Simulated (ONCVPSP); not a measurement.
**PBE ONCV dataset for La (Z = 57), scalar-relativistic all-electron reference.**

ONCVPSP 4.0.1 was run on this input:

```
# ATOM AND REFERENCE CONFIGURATION
# atsym  z   nc   nv     iexc    psfile
  La 57.00    9    4        4      upf
#
#   n    l    f
    1    0    2.00
    2    0    2.00
    2    1    6.00
    3    0    2.00
    3    1    6.00
    3    2   10.00
    4    0    2.00
    4    1    6.00
    4    2   10.00
    5    0    2.00
    5    1    6.00
    5    2    1.00
    6    0    2.00
#
# PSEUDOPOTENTIAL AND OPTIMIZATION
# lmax
    3
#
#   l,   rc,      ep,       ncon, nbas, qcut
    0    2.70    0.00    4    7    3.60
    1    2.90    0.00    4    7    3.90
    2    3.90    0.00    4    9    3.40
    3    2.70    0.02    4    8    4.50
#
# LOCAL POTENTIAL
# lloc, lpopt,  rc(5),   dvloc0
    3    5    2.70    0.00
#
# VANDERBILT-KLEINMAN-BYLANDER PROJECTORs
# l, nproj, debl
    0    2    3.70
    1    2    3.10
    2    2    1.40
    3    0    0.80
#
# MODEL CORE CHARGE
# icmod, fcfact, rcfact
    0    0.00    0.00
#
# LOG DERIVATIVE ANALYSIS
# epsh1, epsh2, depsh
   -3.00    5.00    0.02
#
# OUTPUT GRID
# rlmax, drl
    6.00    0.01
#
# TEST CONFIGURATIONS
# ncnf
    4
# nvcnf
#   n    l    f
    4
    5    0    2.00
    5    1    6.00
    5    2    1.00
    6    0    1.00
#
    4
    5    0    2.00
    5    1    6.00
    5    2    1.00
    6    0    0.00
#
    4
    5    0    2.00
    5    1    6.00
    5    2    0.00
    6    0    0.00
#
    4
    5    0    2.00
    5    1    6.00
    5    2    1.50
    6    0    1.50
#
```

Command:

```bash
oncvpsp.x < La.dat > La.out
```

Output (shortened: citation, most of the input echo, consistency checks and plot data are left out):

```
ONCVPSP  (Optimized Norm-Conservinng Vanderbilt PSeudopotential)
scalar-relativistic version 4.0.1

#   n    l    f        energy (Ha)
    1    0    2.00    -1.4241312E+03
    2    0    2.00    -2.2670674E+02
    2    1    6.00    -2.0317999E+02
    3    0    2.00    -4.8489974E+01
    3    1    6.00    -4.0978394E+01
    3    2   10.00    -3.0189826E+01
    4    0    2.00    -9.7921650E+00
    4    1    6.00    -7.3497849E+00
    4    2   10.00    -3.8163526E+00
    5    0    2.00    -1.4304383E+00
    5    1    6.00    -8.2320022E-01
    5    2    1.00    -1.1356961E-01
    6    0    2.00    -1.3522399E-01

Reference configufation results
  iterations    25
  all-electron total energy (Ha)   -8.49328529D+03

Begin loop to  construct optimized pseudo wave functions
and semi-local pseudopoentials for all angular momenta

Calculating optimized projector #   1

 for l=   0

    Fraction of norm inside rc  0.972993
    Optimizing pswf for qcut=   3.60 a_B^-1,  ecut=   6.50 Ha
    Residual kinetic energy error=  1.08D-04 Ha

    Energy error per electron        Cutoff
         Ha          eV             Ha
         0.01000     0.27211        1.96
         0.00100     0.02721        4.64
         0.00010     0.00272        7.34
         0.00001     0.00027       16.64

Calculating optimized projector #   2

 for l=   0

    Fraction of norm inside rc  0.096460
    Optimizing pswf for qcut=   3.60 a_B^-1,  ecut=   6.50 Ha
    Residual kinetic energy error=  2.14D-04 Ha

    Energy error per electron        Cutoff
         Ha          eV             Ha
         0.01000     0.27211        1.71
         0.00100     0.02721        4.83
         0.00010     0.00272        8.01
         0.00001     0.00027       21.08

   Wellstate for l =  1  n =  8
     eigenvalue =   2.2768
     asymptotic potential =   2.7768
     half-point radius =  4.9231

Calculating optimized projector #   1

 for l=   1

    Fraction of norm inside rc  0.944578
    Optimizing pswf for qcut=   3.90 a_B^-1,  ecut=   7.61 Ha
    Residual kinetic energy error=  1.15D-06 Ha

    Energy error per electron        Cutoff
         Ha          eV             Ha
         0.01000     0.27211        3.82
         0.00100     0.02721        5.06
         0.00010     0.00272        6.16
         0.00001     0.00027        6.96

Calculating optimized projector #   2

 for l=   1

    Fraction of norm inside rc  0.187273
    Optimizing pswf for qcut=   3.90 a_B^-1,  ecut=   7.61 Ha
    Residual kinetic energy error=  1.08D-04 Ha

    Energy error per electron        Cutoff
         Ha          eV             Ha
         0.01000     0.27211        4.83
         0.00100     0.02721        5.67
         0.00010     0.00272        7.86
         0.00001     0.00027       23.85

   Wellstate for l =  2  n =  8
     eigenvalue =   1.2864
     asymptotic potential =   1.7864
     half-point radius =  7.3463

Calculating optimized projector #   1

 for l=   2

    Fraction of norm inside rc  0.788960
    Optimizing pswf for qcut=   3.40 a_B^-1,  ecut=   5.80 Ha
    Residual kinetic energy error=  1.27D-05 Ha

    Energy error per electron        Cutoff
         Ha          eV             Ha
         0.01000     0.27211        3.30
         0.00100     0.02721        4.35
         0.00010     0.00272        5.22
         0.00001     0.00027        6.09

Calculating optimized projector #   2

 for l=   2

    Fraction of norm inside rc  0.245709
    Optimizing pswf for qcut=   3.40 a_B^-1,  ecut=   5.80 Ha
    Residual kinetic energy error=  5.49D-04 Ha

    Energy error per electron        Cutoff
         Ha          eV             Ha
         0.01000     0.27211        4.44
         0.00100     0.02721        5.55
         0.00010     0.00272       11.36
         0.00001     0.00027       24.88

WARNING wellstate: localized bound state found for n= 4 l= 3
WARNING this state with energy -0.15967358
WARNING will be used for the first projector

Calculating optimized projector #   1

 for l=   3

    Fraction of norm inside rc  0.963166
    Optimizing pswf for qcut=   4.50 a_B^-1,  ecut=  10.13 Ha
    Residual kinetic energy error=  2.72D-02 Ha

    Energy error per electron        Cutoff
         Ha          eV             Ha
         0.01000     0.27211       16.84
         0.00100     0.02721       36.29
         0.00010     0.00272       46.67
         0.00001     0.00027       72.57

Construct Vanderbilt / Kleinmman-Bylander projectors

B matrix Hermiticity error, ll=   0
   1   2    8.4267E-05

  Orthonormal projector coefficients -4.5668E+00  3.7366E+00

B matrix Hermiticity error, ll=   1
   1   2    2.2291E-04

  Orthonormal projector coefficients -1.2897E+01  3.3248E+00

B matrix Hermiticity error, ll=   2
   1   2    4.5920E-05

  Orthonormal projector coefficients  3.4186E+00 -3.0217E+00

Pseudoatom total energy  -31.960474

Diagnostic tests using Vanderbilt-Kleinman-Bylander pseudopotentials
  1 or more projectors used as specified by nproj input data

   l    rcore       rmatch      e in        delta e   norm test  slope test

   0   2.7078737   2.7900906  -1.4304383   0.0000015   1.0002829   1.0002754
   0   2.7078737   2.7900906  -0.1352240   0.0000010   1.0000221   1.0000126

   1   2.9094050   2.9977408  -0.8232002   0.0000000   0.9998068   0.9998060
   1   2.9094050   2.9977408   2.2767998   0.0000005   1.0001469   1.0001469

   2   3.9003648   4.0187884  -0.1135696  -0.0000002   1.0000259   1.0000274
   2   3.9003648   4.0187884   1.2864304   0.0000012   1.0000376   1.0000376

   3   2.7078737   2.7900906  -0.1596736  -0.0000001   0.9999988   1.0000022

 Testing for bound ghosts
   n   l    E NL Schr. Eq   E Basis Diag.   E Cutoff

   1   0       -1.430437       -1.426720     26.07
       0                       -0.606071     26.07  WARNING - GHOST(-)
   2   0       -0.135223       -0.122613     26.07

       1                       -4.885009     26.52  WARNING - GHOST(-)
   2   1       -0.823200       -0.818370     26.52

   3   2       -0.113570       -0.108466     29.16

 Testing for highly-localized positive-energy ghosts
       l    <radius>/rc     E Basis Diag.   E Cutoff

       2        0.886413        2.914524     29.16  WARNING - GHOST(+)

Test configuration 0

   n   l     f        eae           eps        diff
   1   0  2.0000-1424.13117956
   2   0  2.0000 -226.70673945
   2   1  6.0000 -203.17998646
   3   0  2.0000  -48.48997445
   3   1  6.0000  -40.97839441
   3   2 10.0000  -30.18982646
   4   0  2.0000   -9.79216496
   4   1  6.0000   -7.34978495
   4   2 10.0000   -3.81635258
   5   0  2.0000   -1.43043826   -1.43043673    1.54D-06
   5   1  6.0000   -0.82320022   -0.82320019    3.00D-08
   5   2  1.0000   -0.11356961   -0.11356982   -2.08D-07
   6   0  2.0000   -0.13522399   -0.13522296    1.03D-06

    Total energies and differences
      AE_ref= -8.49328529D+03  AE_tst= -8.49328529D+03  dif=  0.00D+00
      PS_ref= -3.19604739D+01  PS_tst= -3.19604739D+01  dif= -1.78D-14
      PSP excitation error=  1.78D-14

Test configuration 1

   n   l     f        eae           eps        diff
   1   0  2.0000-1424.34753378
   2   0  2.0000 -226.92230502
   2   1  6.0000 -203.39558312
   3   0  2.0000  -48.70554481
   3   1  6.0000  -41.19396476
   3   2 10.0000  -30.40536611
   4   0  2.0000  -10.00745267
   4   1  6.0000   -7.56500342
   4   2 10.0000   -4.03138876
   5   0  2.0000   -1.64426872   -1.64684133   -2.57D-03
   5   1  6.0000   -1.03637706   -1.03803196   -1.65D-03
   5   2  1.0000   -0.31269927   -0.31327608   -5.77D-04
   6   0  1.0000   -0.30662357   -0.30696955   -3.46D-04

    Total energies and differences
      AE_ref= -8.49328529D+03  AE_tst= -8.49306604D+03  dif=  2.19D-01
      PS_ref= -3.19604739D+01  PS_tst= -3.17410239D+01  dif=  2.19D-01
      PSP excitation error= -2.01D-04

Test configuration 2

   n   l     f        eae           eps        diff
   1   0  2.0000-1424.60227329
   2   0  2.0000 -227.17598930
   2   1  6.0000 -203.64930187
   3   0  2.0000  -48.95911438
   3   1  6.0000  -41.44753351
   3   2 10.0000  -30.65891751
   4   0  2.0000  -10.26030449
   4   1  6.0000   -7.81771601
   4   2 10.0000   -4.28376684
   5   0  2.0000   -1.89340706   -1.89785028   -4.44D-03
   5   1  6.0000   -1.28320432   -1.28596257   -2.76D-03
   5   2  1.0000   -0.54013122   -0.54078962   -6.58D-04

    Total energies and differences
      AE_ref= -8.49328529D+03  AE_tst= -8.49266590D+03  dif=  6.19D-01
      PS_ref= -3.19604739D+01  PS_tst= -3.13404121D+01  dif=  6.20D-01
      PSP excitation error= -6.72D-04

Test configuration 3

   n   l     f        eae           eps        diff
   1   0  2.0000-1424.99408185
   2   0  2.0000 -227.57172634
   2   1  6.0000 -204.04483573
   3   0  2.0000  -49.35267904
   3   1  6.0000  -41.84109470
   3   2 10.0000  -31.05301443
   4   0  2.0000  -10.64986060
   4   1  6.0000   -8.20691037
   4   2 10.0000   -4.67240672
   5   0  2.0000   -2.26616219   -2.26960232   -3.44D-03
   5   1  6.0000   -1.64429282   -1.64734720   -3.05D-03

    Total energies and differences
      AE_ref= -8.49328529D+03  AE_tst= -8.49196951D+03  dif=  1.32D+00
      PS_ref= -3.19604739D+01  PS_tst= -3.06437807D+01  dif=  1.32D+00
      PSP excitation error= -9.18D-04

Test configuration 4

   n   l     f        eae           eps        diff
   1   0  2.0000-1424.09974449
   2   0  2.0000 -226.67362095
   2   1  6.0000 -203.14695753
   3   0  2.0000  -48.45720863
   3   1  6.0000  -40.94563125
   3   2 10.0000  -30.15692925
   4   0  2.0000   -9.75980570
   4   1  6.0000   -7.31742058
   4   2 10.0000   -3.78389011
   5   0  2.0000   -1.39965094   -1.40020954   -5.59D-04
   5   1  6.0000   -0.79488587   -0.79458088    3.05D-04
   5   2  1.5000   -0.09523490   -0.09514863    8.63D-05
   6   0  1.5000   -0.12465654   -0.12457687    7.97D-05

    Total energies and differences
      AE_ref= -8.49328529D+03  AE_tst= -8.49327252D+03  dif=  1.28D-02
      PS_ref= -3.19604739D+01  PS_tst= -3.19476602D+01  dif=  1.28D-02
      PSP excitation error= -4.26D-05
```

Note: ghosts flagged at negative energy: s at -16.5 eV, p at -132.9 eV; GHOST(+) flagged for d at 79.3 eV. A true bound ghost makes a file unfit for plane-wave use.

The run took about 4.3 s on one core of a shared server CPU.
